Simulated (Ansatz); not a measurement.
C4H6BrCl, singlet, geometry from GFN2-xTB; Ansatz (a program for electronic structure) with B3LYP/def2-TZVPP.

Input for Ansatz:
Ansatz 0.2 input:
```yaml
crystal:
  periodic: [false, false, false]
  atoms:
    - {symbol: Cl, position_ang: [0.32169012, -1.83768188, 0.15822347]}
    - {symbol: C, position_ang: [0.18634715, -0.24965959, -0.62345451]}
    - {symbol: Br, position_ang: [1.11815386, 1.10443178, 0.48004464]}
    - {symbol: C, position_ang: [-1.22976151, 0.18549244, -0.84975493]}
    - {symbol: C, position_ang: [-2.30307477, -0.10235284, 0.15576029]}
    - {symbol: C, position_ang: [-2.30859439, -0.81101000, -1.16189450]}
    - {symbol: H, position_ang: [0.75950752, -0.29444110, -1.55163450]}
    - {symbol: H, position_ang: [-1.27035673, 1.14143085, -1.36058727]}
    - {symbol: H, position_ang: [-2.03070473, -0.66791014, 1.03353253]}
    - {symbol: H, position_ang: [-3.04104118, 0.66217710, 0.34160814]}
    - {symbol: H, position_ang: [-2.04527560, -1.85687820, -1.17882257]}
    - {symbol: H, position_ang: [-3.04574502, -0.53371914, -1.89939573]}
basis:
  gaussian:
    orbitals: def2-TZVPP
hamiltonian:
  xc: b3lyp
```

**Question.** Predict the main parts of the log of this Ansatz run.

**Answer.** 
```
Functional definition: B3LYP
1800 factors; their error is unknown
mean field evaluation 1: about -86806.4610 eV, gradient 6.7e1 eV
mean field evaluation 2: about -86790.4054 eV, gradient 1.0e2 eV
mean field evaluation 4: about -86816.8220 eV, gradient 7.4e0 eV
mean field evaluation 8: about -86817.2793 eV, gradient 7.8e-1 eV
mean field evaluation 16: about -86817.2801 eV, gradient 1.1e-4 eV
mean field -86817.28012329 eV, -3190.4761976649 hartree, gradient 2.5e-5 eV, S^2 0.000000; 0 other end points of the search recorded, 0 dependent functions left out
reference -86817.28040787 eV, -3190.4762081229 hartree; 41, 41 occupied and 257, 257 virtual orbitals, 1800 factors
Total energy: -86817.28040787 eV, -3190.4762081229 hartree
```
